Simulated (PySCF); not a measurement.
Delta-SCF ions had no search for a lower state. Excitations are Tamm–Dancoff values on a coarser integration grid. The basis has no diffuse functions, so Rydberg states are missing or too high.

Cartesian coordinates (Å):
```xyz
9

C      2.1023     0.1430    -0.8420
C      1.0813     0.3513    -0.2446
C     -0.1671     0.5804     0.4683
C     -1.2402    -0.4537     0.2462
O     -0.3083     1.5449     1.1856
H      3.0146    -0.0231    -1.3622
H     -2.1261    -0.1914     0.8200
H     -0.8737    -1.4382     0.5459
H     -1.4829    -0.5133    -0.8173
```
Charge 0, multiplicity 1.

**Question.** Give the HOMO–LUMO gap, brightest of the four lowest singlets (TDA), dipole moment, T1 excitation (TDA), LUMO, S1–T1 gap (TDA), HOMO and vertical ionisation energy (Delta-SCF) at the level TPSSh-D3(BJ)/def2-TZVP // B3LYP-D3(BJ)/def2-TZVP in PySCF.

**Answer.** 
```
Property                                         Value
-------------------------------------------  ---------
HOMO–LUMO gap                                  4.73 eV
brightest of the four lowest singlets (TDA)    5.96 eV
dipole moment                                0.625 e·Å
T1 excitation (TDA)                            3.33 eV
LUMO                                          -2.22 eV
S1–T1 gap (TDA)                                0.61 eV
HOMO                                          -6.95 eV
vertical ionisation energy (Delta-SCF)         9.87 eV
```
